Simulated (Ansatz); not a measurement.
`CO[Si](F)(F)S` + H–F → `CO[Si](F)(F)F` + H₂S at 298.15 K and 1 bar (ligand exchange at the Si–S bond).

Isolated molecules relaxed with PBE0-D4/def2-TZVP in Ansatz; ΔE leaves out vibrations. CCSD(T)/CBS is the MP2 limit (def2-TZVPP, def2-QZVPP) plus CCSD(T) − MP2 in def2-TZVPP, frozen cores. This one scheme is used for every species. One conformer a species, not always the lowest.

| species | CCSD(T)/CBS energy (Eh) | H − E (kJ/mol) | S (J/(mol·K)) |
| --- | --- | --- | --- |
| `CO[Si](F)(F)S` | -1002.28710 | 179.7 | 383.9 |
| H–F | -100.39570 | 33.5 | 173.6 |
| `CO[Si](F)(F)F` | -703.74509 | 159.4 | 360.1 |
| H₂S | -398.97279 | 49.9 | 205.7 |

H − E and S are ideal-gas, rigid-rotor, harmonic terms from PBE0-D4/def2-TZVP, for one conformer and one mirror image of each species. 1 Eh = 2625.50 kJ/mol, R = 8.31446 J/(mol·K).

Problem. By hand: ΔE, ΔH, ΔS and ΔG.

Solution. ΔE = (-703.74509) + (-398.97279) − (-1002.28710) − (-100.39570) = -0.03508 Eh = -92.1 kJ/mol. Δ(H − E) = 159.4 + 49.9 − 179.7 − 33.5 = -3.9, so ΔH = -96.0 kJ/mol. ΔS = 360.1 + 205.7 − 383.9 − 173.6 = 8.3 J/(mol·K). ΔG = -96.0 − 298.15 × (8.3)/1000 = -98.5 kJ/mol.

Problem. By hand: the equilibrium constant, and the temperature at which ΔG would vanish if ΔH and ΔS stayed fixed.

Solution. log₁₀ K = −ΔG/(RT ln 10) = 17.3. ΔH and −TΔS have one sign here, so there is no such temperature.

The number of gas molecules stays the same, so ΔS is small and ΔH decides. A doubt of 5 kJ/mol in ΔE shifts log₁₀ K by 0.9 here. Other conformers and mirror images would add mixing entropy, several J/(mol·K) or more a flexible species. Modes under 60 cm⁻¹, often nearly free rotors, make the harmonic entropy too high. These are equilibria of isolated gas molecules and say nothing of rates. Largest T1 diagnostic: 0.012 (customary marks: 0.02 for closed shells, 0.045 for open ones).

ΔS is within the doubt of such terms, so its sign, and with it that verdict, could turn.
